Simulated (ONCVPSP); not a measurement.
Which change was made? (Mo, ONCV)

ONCVPSP 4.0.1 input, shortened (lines: element, Z, core and valence counts, functional; n l f; lmax; l rc ep ncon nbas qcut; lloc lpopt rc5 dvloc0; l nproj debl; icmod fcfact rcfact), PW91, fully relativistic:

```
  Mo 42.00    8    2  -109134      upf
    1    0    2.00
    2    0    2.00
    2    1    6.00
    3    0    2.00
    3    1    6.00
    3    2   10.00
    4    0    2.00
    4    1    6.00
    4    2    5.00
    5    0    1.00
    3
    0    3.20    0.00    5    8    2.20
    1    2.55    0.18    3    7    3.40
    2    2.50    0.00    5    9    6.40
    3    3.25    0.32    3    7    3.90
    4    5    2.15    6.00
    0    2    3.00
    1    3    2.30
    2    1    2.00
    3    2    3.20
    0    0.00    0.00
```

Open shells are filled in proportion to 2j + 1.

Cutoffs, loose and tight: the cutoffs (Ha) at which the residual kinetic energy of the hardest occupied pseudo-wave falls to 1 and 0.1 mHa per electron. They do not see the model core or the augmentation charge, which bear on the density cutoff. Test errors are all-electron minus pseudo excitation energies from the reference, over the configurations 4d5 5s0; 4d4 5s0; 4d3 5s0; 4d4 5s1; variants that change the core or the reference have their own tests.

The base gives: outcome: generated; cutoff, loose: 15 Ha; cutoff, tight: 17 Ha; bound ghosts: p1/2; GHOST(+) flags above zero: p3/2, p1/2; largest test error (meV): -64.

(1) After one change the result is: outcome: failed: ERROR pspot: first pseudo wave function has node, program will stop. Which change was it?
A. all radii scaled by about 0.78 (s 2.50, p 2.00, d 1.96, f 2.54 bohr); local potential polynomial inside 1.68 bohr (lpopt 5, dvloc0 6 Ha)
B. all radii scaled by about 1.06 (s 3.38, p 2.70, d 2.64, f 3.44 bohr); local potential polynomial inside 2.28 bohr (lpopt 5, dvloc0 6 Ha)
C. all radii scaled by about 1.31 (s 4.20, p 3.34, d 3.28, f 4.26 bohr); local potential polynomial inside 2.82 bohr (lpopt 5, dvloc0 6 Ha)

## Answers

(1) A. The others give: all radii scaled by about 1.06 (s 3.38, p 2.70, d 2.64, f 3.44 bohr); local potential polynomial inside 2.28 bohr (lpopt 5, dvloc0 6 Ha) → outcome: generated; cutoff, loose: 14 Ha; cutoff, tight: 16 Ha; bound ghosts: none; GHOST(+) flags above zero: s, p3/2, p1/2; largest test error (meV): -116 | all radii scaled by about 1.31 (s 4.20, p 3.34, d 3.28, f 4.26 bohr); local potential polynomial inside 2.82 bohr (lpopt 5, dvloc0 6 Ha) → outcome: generated, projector energies reset by the program; cutoff, loose: 11 Ha; cutoff, tight: 13 Ha; bound ghosts: none; GHOST(+) flags above zero: s; largest test error (meV): -422.
